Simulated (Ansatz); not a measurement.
Consider the ligand exchange at the Si–C bond: `C=NC[SiH2]C` + `C[SiH](S)Cl` → `C[SiH2]S[SiH](C)Cl` + `C=NC`.

Isolated molecules relaxed with PBE0-D4/def2-TZVP in Ansatz; ΔE leaves out vibrations. CBS: MP2 limit from def2 TZ/QZ plus the TZ coupled-cluster correction, frozen cores. Functionals use def2-TZVPP. Each species was taken in one conformer, which may not be the lowest.

```json
{"level": "PBE0-D4", "ΔE (kJ/mol)": "-79.3"}
{"level": "ωB97M-V", "ΔE (kJ/mol)": "-76.0"}
{"level": "HF/def2-TZVPP", "ΔE (kJ/mol)": "-73.5"}
{"level": "CCSD(T)/def2-TZVPP", "ΔE (kJ/mol)": "-74.5"}
```

(1) What does CCSD(T)/CBS give? (Estimate.)

Largest T1 diagnostic among the species: 0.011.

## Answers

(1) The calculation gave: -78.6 kJ/mol. The listed levels differ from it by -0.7, 2.6, 5.1, 4.1 kJ/mol.

The D4 term adds −8.9 kJ/mol with B3LYP and −5.1 kJ/mol with PBE0; it sums over pairs of atoms, weighted by their polarisabilities, and B3LYP, whose exchange is more repulsive, gets the larger term.

B3LYP here is the variant with VWN-RPA as its local correlation; programs differ in this.
